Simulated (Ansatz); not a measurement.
This geometry of FH + H4Sn (7 atoms, charge 0, multiplicity 1) is a first-order saddle point.

These are results of RKS PBE-D4/def2-TZVP (Ansatz 0.2.0), not measurements.

```xyz
7
Properties=species:S:1:pos:R:3
Sn -0.579 -0.124 -0.210
H 1.251 -0.764 0.380
H -0.518 -1.424 -1.341
H -1.359 -0.516 1.261
H -1.214 1.263 -0.993
H 1.396 0.211 0.488
F 1.024 1.353 0.415
```

(1) Which two structures does it join? (They come from a converged band through this point; their orientation in space is the band's.)

(2) How far does it lie above each of them?

Results:

(1) Bonds broken: Sn1–H2, H6–F7. Bonds formed: Sn1–F7, H2–H6. FH + H4Sn becomes FH3Sn + H2.

Image 0:

```xyz
7
Properties=species:S:1:pos:R:3
Sn -0.721 -0.460 -0.395
H 0.988 -0.489 -0.092
H -1.067 -1.814 -1.386
H -1.529 -0.576 1.108
H -1.097 1.003 -1.198
H 1.621 0.775 0.737
F 1.805 1.561 1.226
```

Image 6:

```xyz
7
Properties=species:S:1:pos:R:3
Sn -0.969 0.194 -0.429
H 2.248 -1.041 1.128
H -0.346 -1.025 -1.461
H -1.424 -0.374 1.124
H -2.139 1.204 -1.172
H 2.083 -0.340 0.905
F 0.547 1.382 -0.095
```

(2) 1.00 eV above the first and 1.33 eV above the second. This is the barrier of this one path; another mechanism may lie lower. The orbitals stay closed-shell, which can raise the energy where a bond breaks towards radicals; this wasn't checked here.

The run took 2 min on 2 threads of Intel(R) Xeon(R) Platinum 8259CL CPU @ 2.50GHz (Skylake/Cascade Lake), on a shared host, peak memory 0.18 GiB.
